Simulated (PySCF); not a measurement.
# Stationary points of ScO₂⁻

Method: PBE0/[Sc def2-TZVPD, O def2-TZVPD], no relativity, density fitting, PySCF.

Relaxations began from a few typed shapes. The search is not exhaustive: other isomers or separated fragments can lie lower, and high-lying points may rest on an excited occupation.

(1) Which is the lowest minimum found?
A. singlet C2v: O–O 1.454 Å, Sc–O 1.876 Å (×2); O–O–Sc 67.2° (×2), O–Sc–O 45.6°
B. singlet C2v: Sc–O 1.800 Å (×2); O–Sc–O 130.6°
C. singlet D∞h: Sc–O 1.837 Å (×2); O–Sc–O 180.0°

## Answers

(1) B. The others lie at 26.3 (singlet D∞h, a saddle point), 211.2 (singlet C2v) kJ/mol above it.

Formally Sc is in oxidation state +3, d0. A d0 centre has no lone pair, yet it is C2v rather than linear: covalent bonding through the d orbitals favours lower symmetry. The polar-tensor charge on Sc, 1.90, is below the formal one.

For the lowest minimum: the lowest empty level of this anion is unbound, so it and the gap depend on the basis.
